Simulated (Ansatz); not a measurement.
Consider the redistribution: `C=C[Si](O)(O)O` + `O[SiH2][O][GeH3]` → `O[SiH2]O[Si](O)(O)O` + `C=[CH][GeH3]`.

Program: Ansatz. Geometries: PBE0-D4/def2-TZVP. ΔE: electronic, gas phase. CBS: MP2 limit from def2 TZ/QZ plus the TZ coupled-cluster correction, frozen cores. DFT in def2-TZVPP. B3LYP here is the variant with VWN-RPA as its local correlation; programs differ in this. For Ge outer-core shells are correlated without core-valence functions, which leaves a few kJ/mol of doubt a bond. Scalar relativity is left out up to krypton. Each species was taken in one conformer, which may not be the lowest.

| level | ΔE (kJ/mol) | difference from CCSD(T)/CBS |
| --- | --- | --- |
| PBE-D4 | -77.9 | 9.5 |
| r2SCAN-D4 | -85.4 | 2.0 |
| PBE0-D4 | -83.4 | 4.0 |
| ωB97M-V | -84.4 | 3.0 |
| B2PLYP | -81.9 | 5.5 |
| PBE | -76.6 | 10.8 |
| PBE0 | -82.2 | 5.2 |
| B3LYP | -80.3 | 7.1 |
| MP2/def2-TZVPP | -85.2 | 2.2 |
| SCS-MP2/def2-TZVPP | -82.1 | 5.3 |
| CCSD/def2-TZVPP | -86.5 | 0.9 |
| CCSD(T)/def2-TZVPP | -85.6 | 1.8 |
| HF/def2-QZVPP | -83.9 | 3.5 |
| MP2/def2-QZVPP | -86.2 | 1.2 |
| MP2/CBS(def2) | -87.1 | 0.3 |
| CCSD/CBS(def2) | -88.4 | -1.0 |
| CCSD(T)/CBS | -87.4 | 0 |

Largest T1 diagnostic among the species: 0.012.

From PBE to PBE0 (25 % exact exchange), in def2-TZVPP and without D4, ΔE moves by −5.7 kJ/mol.
